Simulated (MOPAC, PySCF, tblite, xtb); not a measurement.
Scan of H2B, doublet: symmetric bend, bond length relaxed. Scanned: H-B-H angle. Other coordinates (B-H bond length) were minimised at PBE0/def2-TZVP.

Levels: GFN2-xTB, 300 K electronic temperature (tblite); PM7, unrestricted, heats of formation (MOPAC); GFN1-xTB (xtb); CCSD(T) on UHF/cc-pVTZ, 1 core orbital frozen (PySCF).

Energies relative to the lowest point of each profile, in kJ/mol; the last columns give the difference from CCSD(T):

| a / ° | GFN2-xTB | PM7 | GFN1-xTB | CCSD(T) | GFN2-xTB − CCSD(T) | PM7 − CCSD(T) | GFN1-xTB − CCSD(T) |
|---|---|---|---|---|---|---|---|
| 180 | 20.4 | 0.0 | 51.5 | 33.7 | -13.3 | -33.7 | 17.8 |
| 170 | 18.7 | 0.8 | 49.5 | 30.5 | -11.8 | -29.6 | 19.0 |
| 160 | 14.1 | 3.1 | 39.9 | 22.2 | -8.1 | -19.1 | 17.6 |
| 150 | 8.1 | 6.7 | 25.9 | 12.2 | -4.2 | -5.6 | 13.7 |
| 140 | 2.7 | 11.0 | 12.7 | 3.9 | -1.2 | 7.1 | 8.8 |
| 130 | 0.0 | 15.8 | 3.2 | 0.0 | 0.0 | 15.8 | 3.2 |
| 120 | 1.8 | 20.5 | 0.0 | 2.8 | -1.0 | 17.7 | -2.8 |
| 110 | 9.9 | 24.9 | 4.9 | 14.0 | -4.2 | 10.9 | -9.2 |
| 100 | 26.3 | 28.8 | 19.8 | 35.1 | -8.8 | -6.3 | -15.3 |
| 90 | 53.7 | 31.6 | 47.0 | 67.3 | -13.7 | -35.7 | -20.3 |
| 80 | 95.5 | 31.7 | 89.5 | 111.9 | -16.4 | -80.2 | -22.4 |
| 70 | 156.3 | 25.5 | 150.9 | 170.0 | -13.7 | -144.5 | -19.0 |
| 60 | 241.0 | 8.1 | 230.1 | 242.4 | -1.4 | -234.3 | -12.3 |

GFN2-xTB is furthest from CCSD(T) at 80 (-16.4 kJ/mol, below); its mean absolute difference over the points is 7.5 kJ/mol.

PM7 is furthest from CCSD(T) at 60 (-234.3 kJ/mol, below); its mean absolute difference over the points is 49.3 kJ/mol.

GFN1-xTB is furthest from CCSD(T) at 80 (-22.4 kJ/mol, below); its mean absolute difference over the points is 14.0 kJ/mol.
